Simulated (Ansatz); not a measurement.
Cartesian coordinates in Å:
```
C 1.813 0.522 0.208
Si 0.651 -0.780 -0.468
C -1.046 -0.061 -0.789
Al -2.022 0.278 0.859
H 1.948 1.331 -0.514
H 1.425 0.960 1.131
H 2.795 0.095 0.423
H 0.534 -1.889 0.530
H 1.235 -1.378 -1.703
H -0.907 0.867 -1.357
H -1.614 -0.760 -1.412
H -3.168 -0.715 1.329
H -1.645 1.531 1.762
```

Charge 0, multiplicity 1.

Task: List the PBE0/def2-TZVPP orbital energies in eV (the Gaussian-basis code of Ansatz). (Best estimate.)

Result: Computed: Occupied: -1802.24, -1527.59, -277.74, -277.58, -144.56, -113.49, -99.23, -99.22, -99.21, -73.63, -73.39, -73.39, -19.84, -18.96, -13.91, -11.85, -11.81, -11.27, -11.22, -9.70, -9.03, -8.93, -8.33, -7.89. Lowest empty: -1.39, 0.50, 1.01, 1.21, 1.93, 2.14, 2.23, 2.37.
